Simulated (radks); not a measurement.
Q: Coherent X-ray form factor from a spherical all-electron density. All-electron calculation, Dirac Kohn-Sham, LDA (Slater exchange, Perdew-Wang correlation), spin-unpolarised, spherical densities, finite nucleus; Fermi nuclear charge, rms radius of each element as measured or else 0.836 A^(1/3) + 0.57 fm. Program: a radial shooting solver on a logarithmic mesh with Libxc functionals.

| sin(theta)/lambda (1/angstrom) | f0 (electrons) |
|---|---|
| 0.05 | 26.359 |
| 0.1 | 24.785 |
| 0.15 | 22.887 |
| 0.2 | 21.012 |
| 0.25 | 19.250 |
| 0.3 | 17.602 |
| 0.4 | 14.649 |
| 0.5 | 12.220 |
| 0.6 | 10.345 |
| 0.8 | 7.987 |
| 1 | 6.746 |
| 1.25 | 5.766 |
| 1.5 | 4.925 |
| 2 | 3.419 |

The species is in the configuration that NIST lists as its ground one. Which atom or ion scatters so?

A: Neutral cobalt, [Ar] 3d7 4s2. Extrapolating in s^2 from the first two rows gives f0(0) = 26.9, near the electron count 27; among species with that count, the fall with angle is slower the higher Z, and the table is that of Z = 27; from so few rows the species is fixed only to a neighbour or two.
